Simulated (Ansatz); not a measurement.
Born–Oppenheimer molecular dynamics of CH8Ge2 (11 atoms, charge 0, multiplicity 1). It starts from a relaxed structure.

The calculation used Ansatz, RKS PBE/def2-SVP.

```json
{"ensemble": "NVE (velocity Verlet)", "time step": "0.5 fs", "steps asked": "250", "starting velocities drawn for": "700 K", "seed": "627941"}
```

First frame:

```xyz
11
Properties=species:S:1:pos:R:3
Ge -0.182 0.086 0.040
C 0.184 -0.045 1.976
H -0.752 -0.246 2.531
H 0.901 -0.864 2.179
H 0.618 0.906 2.343
H 1.138 0.396 -0.723
H -1.166 1.262 -0.225
Ge -1.150 -1.979 -0.834
H -2.440 -2.354 -0.053
H -1.521 -1.839 -2.335
H -0.150 -3.160 -0.693
```

Problem. How far do the bonds stretch over the last three quarters of this one trajectory? (Pairs bonded in most of those frames.)

Solution. 
```
   bond  mean (Å)  spread (Å)  shortest  longest
 Ge1–C2     1.981       0.010      1.96     2.00
 Ge1–H6     1.571       0.073      1.45     1.69
 Ge1–H7     1.562       0.018      1.52     1.60
Ge1–Ge8     2.443       0.057      2.37     2.53
  C2–H3     1.113       0.030      1.06     1.16
  C2–H4     1.110       0.012      1.09     1.14
  C2–H5     1.116       0.051      1.04     1.19
 Ge8–H9     1.555       0.012      1.53     1.58
Ge8–H10     1.556       0.034      1.51     1.61
Ge8–H11     1.557       0.022      1.52     1.59
```

Mean temperature of the second half: 335 K. The conserved energy stayed within 0.37 meV per atom of its start (net change 0.08 meV per atom), so the integration is sound. Over the second half the temperature averaged 0.48 of the 700 K drawn at the start: a run that starts near a minimum puts about half its kinetic energy into the potential. A run of 0.12 ps of so small a system gives no equilibrium averages.

Run time: 4.8 min on 4 threads of Arm Neoverse V1, on a shared host, peak memory 0.2 GiB.
